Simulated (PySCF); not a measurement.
CH₄O, charge +1, doublet, geometry from GFN2-xTB (a state made from the parent by changing its charge; the spin is typed, not shown lowest); PBE/3-21G (PySCF).

Here is a job for PySCF.
```python
from pyscf import gto, scf, dft

mol = gto.Mole()
mol.atom = '''
    C    -0.082037    0.604932    0.114824
    O     0.060677   -0.683665   -0.174940
    H    -1.181986    0.862145    0.113912
    H     0.624829   -1.229700    0.412463
    H     0.439107    0.991989    0.997121
    H     0.124851    1.215294   -0.812918
'''
mol.basis = '3-21g'
mol.charge = 1
mol.spin = 1
mol.verbose = 4
mol.build()

mf = dft.UKS(mol)
mf.xc = 'pbe'
mf.kernel()
```

**Question.** Write the output that PySCF gives for this input, abridged.

**Answer.** 
```
PySCF version 2.14.0

[INPUT] verbose = 4
[INPUT] num. atoms = 6
[INPUT] num. electrons = 17
[INPUT] charge = 1
[INPUT] spin (= nelec alpha-beta = 2S) = 1
[INPUT] symmetry False subgroup None
[INPUT] Mole.unit = angstrom
[INPUT] Symbol           X                Y                Z      unit          X                Y                Z       unit  Magmom
[INPUT]  1 C     -0.082037000000   0.604932000000   0.114824000000 AA   -0.155027462081   1.143155803985   0.216985912527 Bohr   0.0
[INPUT]  2 O      0.060677000000  -0.683665000000  -0.174940000000 AA    0.114662912060  -1.291939610951  -0.330588688231 Bohr   0.0
[INPUT]  3 H     -1.181986000000   0.862145000000   0.113912000000 AA   -2.233629823070   1.629217929663   0.215262482301 Bohr   0.0
[INPUT]  4 H      0.624829000000  -1.229700000000   0.412463000000 AA    1.180755684686  -2.323796215378   0.779442106516 Bohr   0.0
[INPUT]  5 H      0.439107000000   0.991989000000   0.997121000000 AA    0.829791969379   1.874587528581   1.884285603052 Bohr   0.0
[INPUT]  6 H      0.124851000000   1.215294000000  -0.812918000000 AA    0.235934196378   2.296572820827  -1.536192381729 Bohr   0.0

nuclear repulsion = 41.3191731298396
number of shells = 18
number of NR pGTOs = 42
number of NR cGTOs = 26
basis = 3-21g
ecp = {}

******** <class 'pyscf.dft.uks.UKS'> ********
method = UKS
initial guess = minao
damping factor = 0
level_shift factor = 0
DIIS = <class 'pyscf.scf.diis.CDIIS'>
diis_start_cycle = 1
diis_space = 8
diis_damp = 0
SCF conv_tol = 1e-09
SCF conv_tol_grad = None
SCF max_cycles = 50
direct_scf = True
direct_scf_tol = 1e-13
number electrons alpha = 9  beta = 8
XC library pyscf.dft.libxc version 7.1.2
    S. Lehtola, C. Steigemann, M. J. T. Oliveira, and M. A. L. Marques,  SoftwareX 7, 1–5 (2018)
XC functionals = pbe
    J. P. Perdew, K. Burke, and M. Ernzerhof,  Phys. Rev. Lett. 77, 3865 (1996)
    J. P. Perdew, K. Burke, and M. Ernzerhof,  Phys. Rev. Lett. 78, 1396 (1997)
    J. P. Perdew, K. Burke, and M. Ernzerhof,  Phys. Rev. Lett. 77, 3865 (1996)
    J. P. Perdew, K. Burke, and M. Ernzerhof,  Phys. Rev. Lett. 78, 1396 (1997)
radial grids:
    Treutler-Ahlrichs [JCP 102, 346 (1995); DOI:10.1063/1.469408] (M4) radial grids

becke partition: Becke, JCP 88, 2547 (1988); DOI:10.1063/1.454033
pruning grids: <function nwchem_prune>
grids dens level: 3
symmetrized grids: False
atomic radii adjust function: <function treutler_atomic_radii_adjust>
small_rho_cutoff = 0
Set gradient conv threshold to 3.16228e-05
tot grids = 67432
init E= -114.959833825878

cycle= 1 E= -114.537444445146  delta_E= 0.422  |g|= 0.204  |ddm|= 1.42
cycle= 2 E= -114.47657479261  delta_E= 0.0609  |g|= 0.441  |ddm|= 0.421
cycle= 3 E= -114.557548772726  delta_E= -0.081  |g|= 0.0153  |ddm|= 0.295
cycle= 4 E= -114.557666398335  delta_E= -0.000118  |g|= 0.0103  |ddm|= 0.0286
cycle= 5 E= -114.557719033884  delta_E= -5.26e-05  |g|= 0.00298  |ddm|= 0.0113
cycle= 6 E= -114.557723368548  delta_E= -4.33e-06  |g|= 0.00092  |ddm|= 0.00318
cycle= 7 E= -114.557723938927  delta_E= -5.7e-07  |g|= 0.000167  |ddm|= 0.0011
cycle= 8 E= -114.557723959819  delta_E= -2.09e-08  |g|= 3.67e-05  |ddm|= 0.000236
cycle= 9 E= -114.55772396077  delta_E= -9.51e-10  |g|= 7.67e-06  |ddm|= 4.8e-05
Extra cycle  E= -114.557723960671  delta_E= 9.9e-11  |g|= 1.78e-05  |ddm|= 1.86e-05
converged SCF energy = -114.557723960671  <S^2> = 0.75184921  2S+1 = 2.0018484
```
